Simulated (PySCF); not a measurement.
**M(OH)₂ across group 13**

Level: PBE0, basis family def2-TZVP, no relativity.

Each entry is the lowest minimum that a search over a few typed start shapes (and spin states, where more than one is plausible) found, or that minimum re-optimised at the stated level; isomers with ligand–ligand bonds, or fragments after loss of a ligand pair, can lie lower. Open shells are unrestricted; no spin–orbit coupling; PySCF with density fitting.

```csv
molecule,2S+1,point group,mean bond to the central atom (Å),atomisation (kJ/mol),polar-tensor charge of the central atom,lowest ω (cm⁻¹),highest ω (cm⁻¹)
B(OH)₂,2,Cs,1.348,1975,0.77,451,3913
Al(OH)₂,2,Cs,1.700,1743,0.94,216,3953
Ga(OH)₂,?,?,?,?,?,?,?
```

Question: Fill in the row of Ga(OH)₂.

Answer: 2S+1: 2; point group: C2v; mean bond to the central atom (Å): 1.797; atomisation (kJ/mol): 1559; polar-tensor charge of the central atom: 0.88; lowest ω (cm⁻¹): 187; highest ω (cm⁻¹): 3899.

Left out of the table are members whose search was unfinished or whose lowest solution was spin-contaminated, unstable, very soft or bonded differently.
